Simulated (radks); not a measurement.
Dynamic dipole polarisability and lines of the oxygen ion O4+, [He] 2s2. Method: non-relativistic Kohn-Sham, LB94 model potential, spin-unpolarised, spherical densities, point nucleus; computed with a radial shooting solver on a logarithmic mesh with Libxc functionals. Time-dependent linear response with the Hartree and adiabatic LDA kernel, continuum included through the Sternheimer equations. Lines are the poles of the dipole polarisability below minus the highest occupied eigenvalue, found on a grid refined at the orbital gaps; the lowest seven at most are given, and weak or close lines can be missed. The first line takes the name of the lowest orbital gap if no other gap lies below it; otherwise a line is named after a gap within 0.6 % of it, if that gap stands alone.

photon energy (eV)  alpha (bohr^3)
0                            1.234
5.481                        1.367
12.788                       2.784
20.095                      -2.441
27.403                     -0.5348
34.710                     -0.1930
42.018                    -0.04360
49.325                     0.05853
56.632                      0.1743
63.940                      0.4720
71.247                      -1.416
78.555                     -0.2072
85.862                     0.07786
93.169                     -0.1254
100.48                   -0.009709

Lines (eV, oscillator strength): 16.777 (73.90 nm, 2s-2p), f = 0.424; 69.470 (17.85 nm, unassigned), f = 0.484; 88.746 (13.97 nm, 2s-4p), f = 0.130; 97.052 (12.78 nm, 2s-5p), f = 0.0560; 101.48 (12.22 nm, 2s-6p), f = 0.0299; 104.13 (11.91 nm, unassigned), f = 0.0178. Higher lines, where found, are left out when the end of the mesh affects them. Those listed give 98 % of the static polarisability (sum of f/w^2). Orbital energy gaps for comparison: 2s-2p 11.746 eV; 2s-3p 69.983 eV; 2s-4p 88.894 eV; 2s-5p 97.121 eV; 2s-6p 101.52 eV. At laser wavelengths: 1550 nm 1.236, 1064 nm 1.239, 780 nm 1.244, 532 nm 1.256, 355 nm 1.284, 266 nm 1.327, 193 nm 1.426 bohr^3.
